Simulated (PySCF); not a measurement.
Radial density of Sb (antimony, neutral)

PBE, [Kr] 4d10 5s2 5p3, high-spin 4S determinant. Computed with PySCF 2.14 in cc-pVTZ-PP with ECP28MDF, with a scalar-relativistic core potential. This is the valence pseudo-density: the core potential removes the inner electrons and smooths the orbitals near the nucleus.

| r (bohr) | 4πr²ρ (e/bohr) | 4πr²(ρα − ρβ) |
| --- | --- | --- |
| 0.00430 | 2.574e-05 | 0.0000 |
| 0.00723 | 6.748e-05 | 0.0000 |
| 0.0122 | 0.0001581 | 0.0000 |
| 0.0204 | 0.0003081 | 0.0000 |
| 0.0344 | 0.0005219 | 0.0000 |
| 0.0578 | 0.0008539 | 0.0000 |
| 0.0973 | 0.003305 | 0.0000 |
| 0.164 | 0.03417 | 0.0001 |
| 0.275 | 0.5448 | 0.0031 |
| 0.463 | 8.203 | 0.0823 |
| 0.779 | 24.57 | 0.1166 |
| 1.31 | 8.969 | 0.2103 |
| 2.20 | 2.861 | 1.2976 |
| 3.71 | 0.7758 | 0.6128 |
| 6.23 | 0.04069 | 0.0377 |
| 10.5 | 6.673e-05 | 0.0001 |

Energies and moments cover only the electrons outside the core potential.
